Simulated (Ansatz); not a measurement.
InCl2Br (InBrCl2). Total charge 0; singlet. Geometry r2SCAN-D4/def2-SVP; atoms count from 1.

Cartesian coordinates in Å:
```
In -0.0110 -0.0010 -0.0155
Cl 0.9383 -0.1272 -2.1374
Cl -2.3318 -0.0012 0.1665
Br 1.4045 0.1294 1.9864
```

In the def2 sets In takes a core potential; there is no spin–orbit coupling.

(1) Estimate the Mulliken populations from the PBE0/def2-TZVP orbitals of Ansatz.

(2) And the Mayer bond orders between heavy atoms (over 0.3)?

## Answers

(1) 
```
atom  charge (e)
 In1        0.95
 Cl2       -0.33
 Cl3       -0.33
 Br4       -0.29
```
Mulliken values depend strongly on the basis.

(2) In1–Cl2 1.00 (2.33 Å); In1–Cl3 1.00 (2.33 Å); In1–Br4 1.02 (2.46 Å).
